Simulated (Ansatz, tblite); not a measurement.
Isomers of ZrO3H2 (singlet), found by a short tight-binding search and relaxed with PBE-D4/def2-TZVP in Ansatz.

In the def2 sets Zr takes a core potential; there is no spin–orbit coupling. The xTB rows come from tblite. Correlated methods freeze 3 core orbitals; core or outer-core shells of Zr are correlated, in sets that lack core-valence functions.

A: At CCSD(T)/def2-TZVPP the test of the restricted singlet for broken spin symmetry was undecided. B: At CCSD(T)/def2-TZVPP the test of the restricted singlet for broken spin symmetry was undecided. It holds 1 O–O bond. C: At CCSD(T)/def2-TZVPP the test of the restricted singlet for broken spin symmetry was undecided. It holds 1 O–O bond.

Other spin states weren't relaxed.

A:

Cartesian coordinates in Å:
```
Zr 0.353 0.048 -0.553
O -0.083 -1.804 0.003
O -0.972 0.776 -1.472
O 0.945 1.231 0.923
H -0.874 -2.347 -0.123
H 0.631 2.096 1.223
```

B:

Cartesian coordinates in Å:
```
Zr 0.189 -0.083 0.199
O 1.165 0.172 1.897
O 2.039 -0.378 0.824
O -0.053 1.402 -0.760
H -1.602 -0.195 -1.209
H -1.736 -0.918 -0.951
```

C:

Cartesian coordinates in Å:
```
Zr 0.2460 0.3146 0.1090
O -0.4501 -0.0586 1.8893
O 0.7508 -0.8878 1.5555
O -0.6251 -0.2947 -1.5301
H 1.2715 1.8903 -0.0890
H -1.1931 -0.9638 -1.9346
```

Task: Estimate which lies lowest at each level, and how far above it the others are (kJ/mol).

Result: 
| level | A | B | C |
| --- | --- | --- | --- |
| GFN1-xTB | 0.0 | 481.8 | 190.6 |
| GFN2-xTB | 0.0 | 389.8 | 46.5 |
| HF/def2-TZVPP | 0.0 | 598.2 | 373.2 |
| PBE-D4/def2-TZVP | 0.0 | 458.7 | 354.5 |
| BLYP-D4/def2-TZVP | 0.0 | 460.6 | 356.0 |
| r2SCAN-D4/def2-TZVP | 0.0 | 483.3 | 364.0 |
| PBE0-D4/def2-TZVP | 0.0 | 502.2 | 366.8 |
| CAM-B3LYP-D4/def2-TZVP | 0.0 | 519.4 | 370.8 |
| MP2/def2-TZVPP | 0.0 | 510.9 | 416.4 |
| CCSD/def2-TZVPP | 0.0 | 529.4 | 375.1 |
| CCSD(T)/def2-TZVPP | 0.0 | 503.7 | 373.4 |
Point groups (tolerance 0.1 Å): A Cs, B Cs, C Cs. Lower isomers may exist.
